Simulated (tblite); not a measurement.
A geometry optimisation, step by step.

C3H12B2N2.
Numbering: `[CH2:1]=[CH:2][CH2:3][NH+:4]1[BH2-:5][NH2+:6][BH2-:7]1` (hydrogens: H8, H9 on C1; H10 on C2; H11, H12 on C3; H13 on N4; H14, H15 on B5; H16, H17 on N6; H18, H19 on B7)
Bond orders are those of one Lewis drawing.

Computed with GFN2-xTB (tblite), gas phase: L-BFGS steps from a force-field or distance-geometry start until the largest atomic force falls under 0.01 eV/Å. 8 of its 149 geometries are shown.

Step 0: E = -567.5369 eV, largest atomic force 2.786 eV/Å
```
atom  x, y, z in Å  |  force x, y, z in eV/Å
C1     -3.008    0.050   -0.114    0.479   1.141  -0.735
C2     -1.809    0.226   -0.672   -1.119  -0.292   0.894
C3     -0.774   -0.840   -0.532   -1.535  -2.027  -0.867
N4      0.420   -0.467    0.112    0.007  -1.183   1.469
B5      1.703   -0.555   -0.725    0.925  -0.576  -0.375
N6      2.222    0.553    0.196    2.422   1.125   0.793
B7      0.750    1.016    0.252   -0.121   0.893   1.197
H8     -3.292   -0.828    0.434   -0.047   0.016   0.013
H9     -3.715    0.865   -0.241   -0.197  -0.463   0.239
H10    -1.590    1.156   -1.201    0.028  -0.661   0.194
H11    -1.185   -1.754   -0.013   -0.186   0.746  -0.531
H12    -0.529   -1.166   -1.568   -0.059   0.030   0.346
H13     0.613   -0.940    1.055   -0.847   0.672  -1.736
H14     1.575   -0.210   -1.851   -0.089   0.026   0.050
H15     2.344   -1.526   -0.597    0.129  -0.768  -0.057
H16     2.554    0.084    1.097   -0.223   1.389  -1.554
H17     2.888    1.223   -0.202    0.125  -0.415   0.677
H18     0.430    1.500    1.296   -0.057   0.082   0.097
H19     0.393    1.622   -0.687    0.366   0.264  -0.114
```

Step 21: E = -568.4278 eV, largest atomic force 0.195 eV/Å
```
atom  x, y, z in Å  |  force x, y, z in eV/Å
C1     -3.108    0.063   -0.092   -0.004   0.016  -0.037
C2     -1.925    0.156   -0.665    0.137  -0.001   0.002
C3     -0.867   -0.900   -0.639    0.161  -0.106   0.030
N4      0.378   -0.459    0.018    0.111  -0.006   0.017
B5      1.811   -0.616   -0.664   -0.016  -0.023   0.012
N6      2.331    0.630    0.165    0.067  -0.021   0.026
B7      0.814    1.051    0.325   -0.104  -0.006   0.014
H8     -3.428   -0.814    0.444    0.015  -0.028   0.035
H9     -3.811    0.873   -0.156   -0.122   0.004   0.035
H10    -1.646    1.049   -1.199    0.001   0.094  -0.013
H11    -1.242   -1.792   -0.129   -0.086  -0.038   0.001
H12    -0.628   -1.196   -1.667    0.034   0.122  -0.043
H13     0.432   -0.917    0.920   -0.080  -0.010  -0.072
H14     1.774   -0.325   -1.814   -0.066  -0.136   0.017
H15     2.362   -1.647   -0.413   -0.061   0.099   0.020
H16     2.772    0.370    1.037    0.046   0.026   0.024
H17     2.939    1.280   -0.316   -0.018  -0.004  -0.009
H18     0.505    1.402    1.423    0.062  -0.006  -0.035
H19     0.526    1.800   -0.540   -0.078   0.024  -0.024
```

Step 42: E = -568.5680 eV, largest atomic force 0.162 eV/Å
```
atom  x, y, z in Å  |  force x, y, z in eV/Å
C1     -3.063   -0.026   -0.042   -0.066  -0.034  -0.078
C2     -1.939    0.280   -0.660    0.027  -0.031   0.020
C3     -0.792   -0.671   -0.857    0.040   0.007  -0.023
N4      0.305   -0.479    0.103    0.074   0.026  -0.050
B5      1.804   -0.822   -0.362   -0.090  -0.007   0.038
N6      2.301    0.652   -0.062    0.037  -0.070   0.050
B7      0.827    0.999    0.398    0.020   0.039   0.022
H8     -3.247   -1.006    0.366   -0.007  -0.013   0.035
H9     -3.862    0.690    0.043   -0.029  -0.028   0.095
H10    -1.812    1.273   -1.063    0.072  -0.010   0.017
H11    -1.165   -1.702   -0.792    0.097   0.035  -0.019
H12    -0.375   -0.513   -1.854   -0.030  -0.012  -0.031
H13     0.046   -0.943    0.969    0.074   0.073  -0.124
H14     1.872   -1.069   -1.524   -0.074  -0.039   0.054
H15     2.336   -1.616    0.344   -0.084  -0.021   0.017
H16     3.012    0.731    0.653   -0.036  -0.018   0.021
H17     2.622    1.166   -0.869    0.013   0.022  -0.072
H18     0.779    1.254    1.556   -0.030   0.025   0.055
H19     0.339    1.811   -0.309   -0.007   0.055  -0.027
```

Step 63: E = -568.6268 eV, largest atomic force 0.099 eV/Å
```
atom  x, y, z in Å  |  force x, y, z in eV/Å
C1     -3.014   -0.176   -0.027    0.003  -0.013  -0.020
C2     -1.962    0.304   -0.663    0.012   0.035   0.092
C3     -0.742   -0.505   -0.989   -0.028   0.002   0.018
N4      0.244   -0.380    0.087   -0.061   0.026   0.006
B5      1.720   -0.896   -0.196   -0.040   0.017   0.015
N6      2.285    0.586   -0.177    0.043  -0.052  -0.030
B7      0.877    1.051    0.384    0.042  -0.005  -0.031
H8     -3.092   -1.216    0.246   -0.004  -0.028  -0.038
H9     -3.850    0.446    0.244   -0.024   0.010  -0.005
H10    -1.894    1.357   -0.890   -0.062   0.012  -0.045
H11    -1.014   -1.560   -1.117    0.049  -0.006  -0.005
H12    -0.278   -0.151   -1.911   -0.032   0.031  -0.020
H13    -0.172   -0.782    0.917    0.026  -0.028   0.059
H14     1.824   -1.432   -1.250    0.018   0.009  -0.015
H15     2.133   -1.514    0.728    0.021  -0.045  -0.015
H16     3.076    0.730    0.434    0.045   0.051   0.029
H17     2.517    0.966   -1.086   -0.001  -0.032   0.023
H18     0.930    1.248    1.553   -0.013   0.034   0.005
H19     0.402    1.936   -0.248    0.007  -0.018  -0.022
```

Step 85: E = -568.6622 eV, largest atomic force 0.069 eV/Å
```
atom  x, y, z in Å  |  force x, y, z in eV/Å
C1     -3.092   -0.328   -0.052   -0.028  -0.009   0.001
C2     -2.049    0.292   -0.573   -0.001  -0.012   0.011
C3     -0.770   -0.403   -0.935    0.008  -0.002   0.013
N4      0.249   -0.255    0.107   -0.002  -0.005   0.016
B5      1.668   -0.908   -0.192    0.005   0.000  -0.023
N6      2.390    0.502   -0.123   -0.038  -0.044   0.028
B7      0.995    1.138    0.288   -0.021   0.011  -0.010
H8     -3.083   -1.391    0.136   -0.023   0.013  -0.044
H9     -4.002    0.191    0.200    0.041  -0.011   0.034
H10    -2.073    1.361   -0.733    0.036   0.002   0.007
H11    -0.957   -1.471   -1.098   -0.013   0.024   0.008
H12    -0.361    0.022   -1.853   -0.021   0.001  -0.028
H13    -0.154   -0.581    0.978    0.009  -0.010  -0.011
H14     1.718   -1.384   -1.279    0.004  -0.008   0.008
H15     2.015   -1.634    0.681    0.007   0.016   0.022
H16     3.131    0.580    0.561   -0.013   0.017  -0.011
H17     2.742    0.827   -1.013    0.065   0.019  -0.015
H18     0.992    1.489    1.423   -0.006   0.006   0.013
H19     0.632    1.963   -0.485   -0.010  -0.009  -0.020
```

Step 106: E = -568.6902 eV, largest atomic force 0.048 eV/Å
```
atom  x, y, z in Å  |  force x, y, z in eV/Å
C1     -3.171   -0.326   -0.077    0.010  -0.004   0.025
C2     -2.042    0.260   -0.428    0.002   0.000  -0.001
C3     -0.813   -0.474   -0.868   -0.007  -0.008  -0.015
N4      0.290   -0.253    0.066   -0.030  -0.013  -0.019
B5      1.712   -0.880   -0.272   -0.001   0.027   0.018
N6      2.430    0.512   -0.015    0.037  -0.002  -0.031
B7      0.995    1.173    0.141   -0.010  -0.031   0.007
H8     -3.293   -1.397   -0.111    0.013   0.017  -0.020
H9     -4.026    0.237    0.257   -0.028   0.008  -0.013
H10    -1.936    1.336   -0.376    0.011  -0.021   0.006
H11    -1.021   -1.548   -0.947    0.013   0.010   0.004
H12    -0.492   -0.113   -1.850   -0.012   0.012   0.028
H13    -0.026   -0.546    0.983    0.005   0.008  -0.003
H14     1.783   -1.208   -1.411   -0.002   0.023   0.011
H15     2.039   -1.718    0.505    0.005  -0.001   0.019
H16     2.998    0.545    0.822   -0.004  -0.011  -0.011
H17     2.989    0.859   -0.784    0.001   0.008  -0.003
H18     0.850    1.700    1.198   -0.006  -0.001  -0.008
H19     0.725    1.851   -0.795    0.003  -0.022   0.004
```

Step 127: E = -568.6922 eV, largest atomic force 0.023 eV/Å
```
atom  x, y, z in Å  |  force x, y, z in eV/Å
C1     -3.188   -0.336   -0.091   -0.001   0.012  -0.019
C2     -2.047    0.255   -0.393    0.000  -0.014   0.018
C3     -0.817   -0.464   -0.857    0.000  -0.013   0.005
N4      0.294   -0.248    0.069   -0.009  -0.001   0.000
B5      1.715   -0.883   -0.262   -0.006   0.011   0.004
N6      2.441    0.508   -0.023   -0.017   0.006  -0.001
B7      1.006    1.173    0.121   -0.006   0.006  -0.005
H8     -3.317   -1.403   -0.187    0.005  -0.002  -0.007
H9     -4.048    0.215    0.249    0.013   0.001  -0.001
H10    -1.929    1.324   -0.283    0.000   0.011   0.001
H11    -1.018   -1.536   -0.953    0.003  -0.011   0.002
H12    -0.513   -0.080   -1.834    0.003  -0.003   0.003
H13    -0.018   -0.532    0.990   -0.001   0.012  -0.005
H14     1.787   -1.226   -1.396   -0.008   0.010   0.014
H15     2.039   -1.706    0.532   -0.001  -0.021  -0.003
H16     3.002    0.547    0.817    0.015  -0.002  -0.010
H17     3.003    0.846   -0.792    0.006   0.003  -0.003
H18     0.857    1.726    1.163    0.009  -0.004   0.012
H19     0.741    1.830   -0.831   -0.006   0.001  -0.005
```

Step 148: E = -568.6963 eV, largest atomic force 0.006 eV/Å
```
atom  x, y, z in Å  |  force x, y, z in eV/Å
C1     -3.226   -0.321   -0.198    0.000   0.001  -0.004
C2     -2.041    0.241   -0.343    0.000   0.003  -0.003
C3     -0.808   -0.481   -0.791    0.001  -0.001  -0.001
N4      0.307   -0.253    0.125    0.001  -0.005  -0.002
B5      1.723   -0.885   -0.231   -0.004   0.000  -0.002
N6      2.440    0.525   -0.106    0.001   0.005   0.000
B7      1.013    1.172    0.155    0.002   0.002   0.002
H8     -3.387   -1.366   -0.409    0.003   0.003   0.001
H9     -4.088    0.238    0.124    0.001   0.000   0.002
H10    -1.890    1.290   -0.126   -0.003  -0.001   0.002
H11    -1.006   -1.555   -0.879    0.005   0.000   0.002
H12    -0.506   -0.108   -1.775   -0.002   0.000   0.004
H13     0.004   -0.532    1.051   -0.003   0.002  -0.001
H14     1.750   -1.294   -1.345    0.000  -0.006   0.000
H15     2.092   -1.657    0.594    0.002   0.000  -0.004
H16     3.088    0.603    0.666   -0.004   0.001  -0.002
H17     2.911    0.844   -0.943   -0.002   0.000   0.005
H18     0.941    1.691    1.223    0.003   0.001  -0.001
H19     0.673    1.856   -0.754    0.000  -0.004   0.000
```

Task: Summarise the path.

Result: The energy falls by 26.74 kcal/mol from step 0 to step 148; nine tenths of that is first reached at step 45. It rises by more than 0.2 meV at step 40. The largest force goes from 2.786 to 0.006 eV/Å. Among the bonds N4–B7 changes most, from 1.525 to 1.591 Å; the atoms move by 0.777 Å rms after alignment.

Task: Follow the three bonds and two angles with the largest change from start to end.

Result: 
| step | E above end (kcal/mol) | largest force (eV/Å) | N4–B7 (Å) | N4–H13 (Å) | N6–H16 (Å) | C3–N4–H13 (°) | B5–N6–H16 (°) |
| --- | --- | --- | --- | --- | --- | --- | --- |
| 0 | 26.74 | 2.786 | 1.525 | 1.073 | 1.068 | 116.0 | 107.2 |
| 6 | 9.66 | 0.359 | 1.590 | 1.013 | 1.012 | 108.9 | 106.8 |
| 13 | 7.10 | 0.236 | 1.608 | 1.015 | 1.015 | 107.7 | 112.9 |
| 19 | 6.38 | 0.140 | 1.602 | 1.011 | 1.012 | 107.5 | 113.8 |
| 26 | 5.67 | 0.180 | 1.596 | 1.010 | 1.013 | 107.2 | 113.0 |
| 32 | 4.54 | 0.200 | 1.589 | 1.010 | 1.012 | 108.2 | 114.2 |
| 39 | 3.37 | 0.300 | 1.601 | 1.018 | 1.012 | 108.4 | 114.4 |
| 45 | 2.64 | 0.200 | 1.594 | 1.011 | 1.013 | 107.3 | 116.6 |
| 51 | 2.09 | 0.090 | 1.590 | 1.013 | 1.012 | 108.1 | 117.0 |
| 58 | 1.83 | 0.122 | 1.595 | 1.014 | 1.011 | 107.5 | 116.2 |
| 64 | 1.56 | 0.093 | 1.595 | 1.011 | 1.009 | 107.0 | 115.0 |
| 71 | 1.28 | 0.098 | 1.588 | 1.013 | 1.011 | 107.0 | 116.0 |
| 77 | 1.00 | 0.114 | 1.588 | 1.013 | 1.012 | 107.7 | 116.2 |
| 84 | 0.80 | 0.072 | 1.592 | 1.013 | 1.011 | 107.6 | 115.7 |
| 90 | 0.70 | 0.076 | 1.591 | 1.013 | 1.011 | 107.4 | 115.2 |
| 97 | 0.48 | 0.102 | 1.593 | 1.013 | 1.011 | 107.1 | 113.6 |
| 103 | 0.20 | 0.079 | 1.590 | 1.014 | 1.013 | 108.1 | 114.2 |
| 109 | 0.12 | 0.031 | 1.591 | 1.013 | 1.011 | 107.4 | 114.4 |
| 116 | 0.11 | 0.018 | 1.590 | 1.013 | 1.012 | 107.4 | 114.4 |
| 122 | 0.10 | 0.015 | 1.590 | 1.013 | 1.011 | 107.4 | 114.4 |
| 129 | 0.09 | 0.037 | 1.590 | 1.014 | 1.011 | 107.4 | 114.2 |
| 135 | 0.05 | 0.047 | 1.591 | 1.013 | 1.011 | 107.5 | 114.1 |
| 142 | 0.01 | 0.031 | 1.591 | 1.013 | 1.011 | 107.6 | 114.8 |
| 148 | 0.00 | 0.006 | 1.591 | 1.013 | 1.011 | 107.6 | 114.7 |

What follows is the cost of the whole relaxation. Time: 1.4 s of wall time. Hardware: an Arm Neoverse N1 with one thread, shared host.
